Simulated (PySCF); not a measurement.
Si(H)(OH)2(SeH), SMILES [SiH](O)([SeH])O (B3LYP/def2-SVP optimised geometry):

```
8

Si    -0.856    -0.289     0.000
O      0.802    -0.289     0.000
O     -1.572    -0.958    -1.340
Se    -1.484    -1.476     1.881
H     -1.263     1.126     0.000
H      1.263    -1.126     0.137
H     -1.569    -1.920    -1.420
H     -2.867    -1.665     1.401
```

Method: PySCF 2.14.0 with B3LYP/def2-TZVP.

Question: What are the frontier orbital energies and the dipole moment?

Answer: HOMO-2 -9.20 eV, HOMO-1 -8.32 eV, HOMO -7.02 eV, LUMO -0.41 eV, LUMO+1 0.18 eV; dipole moment 2.08 D.

On the same geometry PBE/def2-TZVP in PySCF gives HOMO-2 -7.75 eV, HOMO-1 -7.26 eV, HOMO -6.09 eV, LUMO -0.99 eV, LUMO+1 -0.39 eV; dipole moment 2.05 D.

Meta-Löwdin charges at B3LYP/def2-TZVP: Si1 1.12, O2 -0.75, O3 -0.75, Se4 -0.28, H5 -0.11, H6 0.35, H7 0.35, H8 0.07.
